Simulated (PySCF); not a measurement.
C₂H₇InO, SMILES [CH3][In]([CH3])[OH].

Geometry optimised at PBE0-D3(BJ)/def2-SVP. The structure was generated by enumeration; whether it is a known compound was not checked. The def2 effective core potentials stand for the cores of In; spin–orbit coupling is left out. Other conformers were not sampled.

These are PBE0-D3(BJ)/def2-SVP (PySCF) values and carry that method's errors.

Frequencies are harmonic and unscaled.

A small imaginary wavenumber (i) marks a very flat motion, where grid noise or a shallow saddle decides the sign.

```json
[
 {"mode": "1", "ν (cm⁻¹)": "28i", "IR (km/mol)": "0.0", "Raman (Å⁴/amu)": "0.1", "depolarisation": "0.75", "moving atoms (share of kinetic energy)": "H 96 %"},
 {"mode": "2", "ν (cm⁻¹)": "14", "IR (km/mol)": "0.1", "Raman (Å⁴/amu)": "0.1", "depolarisation": "0.75", "moving atoms (share of kinetic energy)": "H 98 %"},
 {"mode": "3", "ν (cm⁻¹)": "110", "IR (km/mol)": "1.8", "Raman (Å⁴/amu)": "2.7", "depolarisation": "0.65", "moving atoms (share of kinetic energy)": "C 55 %, H 29 %, In 13 %"},
 {"mode": "4", "ν (cm⁻¹)": "129", "IR (km/mol)": "5.6", "Raman (Å⁴/amu)": "0.0", "depolarisation": "–", "moving atoms (share of kinetic energy)": "C 34 %, In 27 %, H 23 %, O 16 %"},
 {"mode": "5", "ν (cm⁻¹)": "144", "IR (km/mol)": "15.5", "Raman (Å⁴/amu)": "3.6", "depolarisation": "0.73", "moving atoms (share of kinetic energy)": "O 51 %, C 20 %, H 18 %, In 11 %"},
 {"mode": "6", "ν (cm⁻¹)": "338", "IR (km/mol)": "103.8", "Raman (Å⁴/amu)": "0.7", "depolarisation": "0.75", "moving atoms (share of kinetic energy)": "H 92 %, O 8 %"},
 {"mode": "7", "ν (cm⁻¹)": "484", "IR (km/mol)": "3.2", "Raman (Å⁴/amu)": "54.4", "depolarisation": "0.17", "moving atoms (share of kinetic energy)": "C 78 %, H 19 %"},
 {"mode": "8", "ν (cm⁻¹)": "527", "IR (km/mol)": "38.6", "Raman (Å⁴/amu)": "4.7", "depolarisation": "0.65", "moving atoms (share of kinetic energy)": "C 64 %, H 18 %, In 18 %"},
 {"mode": "9", "ν (cm⁻¹)": "589", "IR (km/mol)": "81.8", "Raman (Å⁴/amu)": "9.1", "depolarisation": "0.23", "moving atoms (share of kinetic energy)": "O 85 %, In 13 %"},
 {"mode": "10", "ν (cm⁻¹)": "655", "IR (km/mol)": "3.3", "Raman (Å⁴/amu)": "0.6", "depolarisation": "0.74", "moving atoms (share of kinetic energy)": "H 87 %, C 13 %"},
 {"mode": "11", "ν (cm⁻¹)": "679", "IR (km/mol)": "25.0", "Raman (Å⁴/amu)": "0.9", "depolarisation": "0.28", "moving atoms (share of kinetic energy)": "H 88 %, C 11 %"},
 {"mode": "12", "ν (cm⁻¹)": "718", "IR (km/mol)": "52.5", "Raman (Å⁴/amu)": "0.1", "depolarisation": "0.73", "moving atoms (share of kinetic energy)": "H 82 %, C 17 %"},
 {"mode": "13", "ν (cm⁻¹)": "744", "IR (km/mol)": "60.3", "Raman (Å⁴/amu)": "1.5", "depolarisation": "0.58", "moving atoms (share of kinetic energy)": "H 82 %, C 17 %"},
 {"mode": "14", "ν (cm⁻¹)": "757", "IR (km/mol)": "101.5", "Raman (Å⁴/amu)": "2.1", "depolarisation": "0.63", "moving atoms (share of kinetic energy)": "H 89 %"},
 {"mode": "15", "ν (cm⁻¹)": "1182", "IR (km/mol)": "0.8", "Raman (Å⁴/amu)": "0.8", "depolarisation": "0.56", "moving atoms (share of kinetic energy)": "H 81 %, C 19 %"},
 {"mode": "16", "ν (cm⁻¹)": "1185", "IR (km/mol)": "1.6", "Raman (Å⁴/amu)": "25.6", "depolarisation": "0.16", "moving atoms (share of kinetic energy)": "H 83 %, C 17 %"},
 {"mode": "17", "ν (cm⁻¹)": "1427", "IR (km/mol)": "0.9", "Raman (Å⁴/amu)": "11.4", "depolarisation": "0.75", "moving atoms (share of kinetic energy)": "H 95 %"},
 {"mode": "18", "ν (cm⁻¹)": "1429", "IR (km/mol)": "1.5", "Raman (Å⁴/amu)": "8.3", "depolarisation": "0.75", "moving atoms (share of kinetic energy)": "H 95 %"},
 {"mode": "19", "ν (cm⁻¹)": "1433", "IR (km/mol)": "0.6", "Raman (Å⁴/amu)": "12.0", "depolarisation": "0.75", "moving atoms (share of kinetic energy)": "H 95 %"},
 {"mode": "20", "ν (cm⁻¹)": "1434", "IR (km/mol)": "4.6", "Raman (Å⁴/amu)": "3.1", "depolarisation": "0.75", "moving atoms (share of kinetic energy)": "H 95 %"},
 {"mode": "21", "ν (cm⁻¹)": "3065", "IR (km/mol)": "8.9", "Raman (Å⁴/amu)": "106.2", "depolarisation": "0.00", "moving atoms (share of kinetic energy)": "H 97 %"},
 {"mode": "22", "ν (cm⁻¹)": "3068", "IR (km/mol)": "5.0", "Raman (Å⁴/amu)": "181.1", "depolarisation": "0.00", "moving atoms (share of kinetic energy)": "H 97 %"},
 {"mode": "23", "ν (cm⁻¹)": "3176", "IR (km/mol)": "2.4", "Raman (Å⁴/amu)": "108.3", "depolarisation": "0.75", "moving atoms (share of kinetic energy)": "H 91 %, C 9 %"},
 {"mode": "24", "ν (cm⁻¹)": "3178", "IR (km/mol)": "3.3", "Raman (Å⁴/amu)": "88.5", "depolarisation": "0.75", "moving atoms (share of kinetic energy)": "H 91 %, C 9 %"},
 {"mode": "25", "ν (cm⁻¹)": "3188", "IR (km/mol)": "3.5", "Raman (Å⁴/amu)": "99.3", "depolarisation": "0.75", "moving atoms (share of kinetic energy)": "H 90 %, C 10 %"},
 {"mode": "26", "ν (cm⁻¹)": "3196", "IR (km/mol)": "1.2", "Raman (Å⁴/amu)": "99.3", "depolarisation": "0.74", "moving atoms (share of kinetic energy)": "H 90 %, C 10 %"},
 {"mode": "27", "ν (cm⁻¹)": "3906", "IR (km/mol)": "31.5", "Raman (Å⁴/amu)": "147.8", "depolarisation": "0.27", "moving atoms (share of kinetic energy)": "H 94 %"}
]
```
